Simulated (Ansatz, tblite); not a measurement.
Removing and adding an electron: In(OH)3 (InO₃H₃). Total charge 0; singlet. Geometry: r2SCAN-D4/def2-SVP. Ansatz, gas phase; energy differences of separate SCF runs; the oxidised species was run as a doublet alone; the reduced species was run as a doublet alone.

```xyz
7

In    0.0003    0.0001    0.0001
O     1.5834    1.0415    0.6299
H     2.2699    0.4400    0.9533
O    -1.5956    0.9524   -0.7303
H    -1.4487    1.9093   -0.7129
O     0.0123   -1.9942    0.1005
H    -0.8216   -2.3492   -0.2405
```

In the def2 sets In takes a core potential; there is no spin–orbit coupling. The xTB rows come from tblite.

```
               level  −HOMO (eV)  vertical IE (eV)  −LUMO (eV)  vertical EA (eV)  HOMO–LUMO gap (eV)  IE − EA (eV)                       remarks
r2SCAN-D4/def2-TZVPD        7.43                 –        2.85              0.65                4.58             –  HOMO above zero (-1 doublet)
   PBE0-D4/def2-TZVP        8.67             10.81        2.06                 –                6.61             –                             –
  PBE0-D4/def2-TZVPD        8.77                 –        2.24              0.65                6.53             –  HOMO above zero (-1 doublet)
```

(1) Estimate the rows for GFN1-xTB, GFN2-xTB, PBE-D4/def2-TZVPD.

Answers

(1) 
| level | −HOMO (eV) | vertical IE (eV) | −LUMO (eV) | vertical EA (eV) | HOMO–LUMO gap (eV) | IE − EA (eV) | remarks |
| --- | --- | --- | --- | --- | --- | --- | --- |
| GFN1-xTB | 12.79 | 16.12 | 7.85 | 4.93 | 4.94 | 11.18 | – |
| GFN2-xTB | 12.85 | 16.14 | 9.36 | 5.88 | 3.49 | 10.26 | – |
| PBE-D4/def2-TZVPD | 7.09 | – | 3.13 | 0.79 | 3.96 | – | HOMO above zero (-1 doublet) |

Run but left out: PBE-D4/def2-TZVP, r2SCAN-D4/def2-TZVP (charge +1 doublet: an occupied level 0.16 to 0.17 eV above an empty one).   A HOMO above zero means that the electron is unbound at that level or that self-interaction error raises the level; the energy of removing that electron tells which. Raw xTB energy differences between charge states are shifted by several eV; the methods need an empirical correction for them.
